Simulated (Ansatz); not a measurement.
Sn2O2⁻. Total charge -1; doublet. Geometry r2SCAN-D4/def2-SVPD; atoms count from 1.

| atom | x (Å) | y (Å) | z (Å) |
| --- | --- | --- | --- |
| Sn1 | -1.442 | 0.061 | 0.215 |
| Sn2 | 1.389 | 0.354 | 0.277 |
| O3 | 0.116 | -1.258 | 0.650 |
| O4 | -0.062 | 0.843 | -1.142 |

In the def2 sets Sn takes a core potential; there is no spin–orbit coupling. The highest occupied level of the charge -1 doublet lies above zero (up to 0.40 eV). It is a level of α spin, whose loss leaves a singlet; that state wasn't run at this geometry and level. The electron is either unbound and held by the finite basis, or the level is raised by self-interaction error. Another isomer (doublet) lies 0.29 eV lower at PBE0-D4/def2-TZVPD; other spin states weren't run for this one.

Question: Estimate the Mulliken populations from the PBE0/def2-TZVPD orbitals of Ansatz.

Answer: 
| atom | charge (e) | spin (α − β) |
| --- | --- | --- |
| Sn1 | 0.37 | 0.46 |
| Sn2 | 0.37 | 0.46 |
| O3 | -0.87 | 0.04 |
| O4 | -0.87 | 0.04 |
Mulliken values and Mayer orders depend strongly on the basis. With diffuse functions, as here, like atoms can get unlike values, and bond orders can come out too low or too high.

Question: Where does the spin sit?

Answer: Summed by element: Sn 0.93, O 0.07, of 1 unpaired in all. Largest on single atoms: Sn1 0.46, Sn2 0.46, O3 0.04.

Question: And the Mayer bond orders between bonded heavy atoms (over 0.3)?

Answer: Sn1–Sn2 0.76 (2.85 Å); Sn1–O3 0.60 (2.09 Å); Sn1–O4 0.60 (2.09 Å); Sn2–O3 0.60 (2.09 Å); Sn2–O4 0.60 (2.09 Å).
